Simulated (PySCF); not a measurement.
C₂H₃Cl₃, SMILES CC(Cl)(Cl)Cl. Atoms are numbered in the order given.

```xyz
8

C      0.0000     0.0000     1.7633
C      0.0000     0.0000     0.2466
Cl     1.4466    -0.8352    -0.3615
Cl     0.0000     1.6703    -0.3615
Cl    -1.4466    -0.8352    -0.3615
H      0.0000    -1.0374     2.1254
H     -0.8984     0.5187     2.1254
H      0.8984     0.5187     2.1254
```

Geometry optimised at ωB97X-D3(BJ)/def2-SVP.

These are PBE/def2-TZVP run with PySCF values and carry that method's errors.

Symmetry labels are those of the subgroup Cs that the program uses (full group C3v).

Task: List the valence orbital energies around the gap with their symmetry. (An estimate is asked for; the answer gives what the named calculation found.)

Result: 
| orbital | symmetry | energy (eV) |
|---|---|---|
| HOMO−7 | A" | -10.10 |
| HOMO−6 | A' | -10.10 |
| HOMO−5 | A' | -8.51 |
| HOMO−4 | A" | -8.51 |
| HOMO−3 | A' | -7.86 |
| HOMO−2 | A" | -7.58 |
| HOMO−1 | A' | -7.58 |
| HOMO | A" | -7.23 |
| LUMO | A' | -1.79 |
| LUMO+1 | A" | -0.74 |
| LUMO+2 | A' | -0.74 |
| LUMO+3 | A' | 0.76 |
